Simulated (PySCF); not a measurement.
Adding and removing an electron: HfF

PBE; basis Hf def2-TZVPPD with ECP60, F def2-TZVPPD; scalar-relativistic core potentials; PySCF 2.14. Neutral (UKS): doublet (δ ↑), Re = 1.865 Å, ωe = 659 cm⁻¹, HOMO -3.80 eV, LUMO -3.07 eV.

HfF⁺ (UKS): triplet (σ ↑, δ ↑), Re = 1.825 Å, ωe = 733 cm⁻¹. The energies at the minima are -147.80308 hartree for HfF and -147.54086 for HfF⁺.

(1) Work out the adiabatic ionisation energy, without and with harmonic zero-point energies (1 hartree = 27.2114 eV, 1 eV = 8065.5 cm⁻¹), and the change of the bond length.

De is left out where the level can put another filling of the metal’s s and d shells below the measured ground configuration, by anything from nothing to about 1 eV. Spin–orbit coupling is left out, which matters for elements this heavy, above all for dissociation energies. The state is the lowest single determinant that the PBE0 search found; with open d or f shells the true ground state can be another one.

Answers

(1) At PBE: 0.26222 hartree = 7.135 eV between the minima; the zero-point term (733.0 − 659.0)/2 cm⁻¹ = +0.005 eV makes it 7.140 eV. Re changes by -4.0 pm against the neutral. The electron leaves a σ orbital, and the shorter bond of the ion fits an antibonding orbital, or a change in how ionic the bond is.
